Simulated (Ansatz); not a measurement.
Basis-set extrapolation for `N[CH]1[O][Al]1[BH]O` (PBE0-D4/def2-TZVP geometry, frozen core, Ansatz). Multiplicity 1, RHF reference.

|  | def2-TZVPP | def2-QZVPP |
| --- | --- | --- |
| HF | -511.673311 | -511.693414 |
| MP2 correlation | -1.023818 | -1.100108 |
| CCSD(T) correlation | -1.095627 | not run |

Energies in hartree. Use E(X) = E(∞) + A·exp(−7.88·√X) for Hartree–Fock and E(X) = E(∞) + B·X^(−2.97) for correlation, with X = 3 and 4, and add CCSD(T) minus MP2 of the smaller set to the MP2 limit.

Task: What is the CCSD(T) energy at the basis-set limit?

Result: HF limit: -511.693414 + (-0.020103) × 0.13774 = -511.69618. MP2 limit: -1.100108 + (-0.076290) × 0.74074 = -1.15662. Higher-order term: -1.095627 − (-1.023818) = -0.07181. Total: -512.92461 hartree, 408.7 kJ/mol below CCSD(T)/def2-TZVPP.
